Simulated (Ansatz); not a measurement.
Consider the redistribution: `[Cl][Zr]([Cl])([Cl])[Cl]` + `N[SiH2]S[SiH2]F` → `[NH2][Zr]([Cl])([Cl])[Cl]` + `F[SiH2]S[SiH2]Cl`.

Isolated molecules relaxed with PBE0-D4/def2-TZVP in Ansatz; ΔE leaves out vibrations. CCSD(T)/CBS adds triple-zeta CCSD(T) − MP2 to the extrapolated MP2 energy (def2 sets, frozen cores). DFT in def2-TZVPP. B3LYP here is the variant with VWN-RPA as its local correlation; programs differ in this. Elements past krypton have def2 core potentials. For Zr outer-core shells are correlated without core-valence functions, which leaves a few kJ/mol of doubt a bond. One conformer a species, not always the lowest.

```tsv
level	ΔE (kJ/mol)	difference from CCSD(T)/CBS
r2SCAN-D4	49.2	2.3
PBE0-D4	45.9	-1.0
B3LYP-D4	47.2	0.3
B2PLYP	49.0	2.1
PBE	45.4	-1.5
PBE0	46.4	-0.5
MP2/def2-TZVPP	48.1	1.2
CCSD/def2-TZVPP	45.5	-1.4
MP2/def2-QZVPP	48.5	1.6
HF/CBS(def2)	51.7	4.8
CCSD(T)/CBS	46.9	0
```

Largest T1 diagnostic among the species: 0.015.
